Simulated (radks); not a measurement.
The iridium ion Ir4+, [Xe] 4f14 5d5. Method: non-relativistic Kohn-Sham, LDA (Slater exchange, Perdew-Wang correlation), spin-polarised, spherical densities, point nucleus; computed with a radial shooting solver on a logarithmic mesh with Libxc functionals. Every spin shell is full or empty, so the densities are truly spherical. Functionals are evaluated on that one density, not self-consistently. Rank these exchange functionals by their error against the exact value of the orbitals, and give that value: LDA, B88, revPBE, RPBE, PW86, AM05, revTPSS, SCAN, MS2, Tao-Mo, TASK.

Answer. Exact: -322.571 hartree. From best to worst, with 100 (|E| - |E exact|)/|E exact| (equal figures are ties): SCAN +0.10, B88 +0.12, RPBE -0.17, revPBE -0.21, PW86 -0.33, MS2 -0.62, Tao-Mo -0.79, revTPSS -0.86, TASK -1.80, AM05 -3.62, LDA -3.83.
